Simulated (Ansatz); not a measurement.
System: CH$_{2}$Cl, charge 1, singlet. CH2Cl+ (parent SMILES [CH2]Cl, singlet).
B3LYP-D3(BJ)/def2-TZVP minimum from Ansatz (a first-principles code):
```xyz
4

C     -1.0411     0.0044    -0.0059
Cl     0.5527    -0.0023     0.0031
H     -1.5701     0.9565    -0.0356
H     -1.5783    -0.9433     0.0178
```
Charge +1, spin multiplicity 1.

Total energies in cc-pV(Q+d)Z, 12 correlated electrons, 6 frozen orbitals. Radicals and triplets start from unrestricted determinants; spin-orbit coupling is neglected. Cores are frozen in correlated methods. No relativity. The T1 diagnostic of CH2Cl+ (parent SMILES [CH2]Cl, singlet) reaches 0.026 in the sets run. The spin of CH2Cl+ (parent SMILES [CH2]Cl, singlet) was assumed, and the state is the lowest solution found for it.

```json
[
 {"method": "HF", "program": "Ansatz", "energy (Eh)": "-498.21581", "minus CCSDT(Q) (mEh)": "403.26"},
 {"method": "MP2", "program": "Ansatz", "energy (Eh)": "-498.57290", "minus CCSDT(Q) (mEh)": "46.17"},
 {"method": "CCSD", "program": "Ansatz", "energy (Eh)": "-498.59883", "minus CCSDT(Q) (mEh)": "20.23"},
 {"method": "CCSD(T)", "program": "Ansatz", "energy (Eh)": "-498.61722", "minus CCSDT(Q) (mEh)": "1.85"},
 {"method": "CCSDT(Q)", "program": "Ansatz", "energy (Eh)": "-498.61906", "minus CCSDT(Q) (mEh)": "0.00"}
]
```

Rough core times of Ansatz's runs on a shared machine: CCSD(T) under 20 s, CCSDT(Q) 20 min.
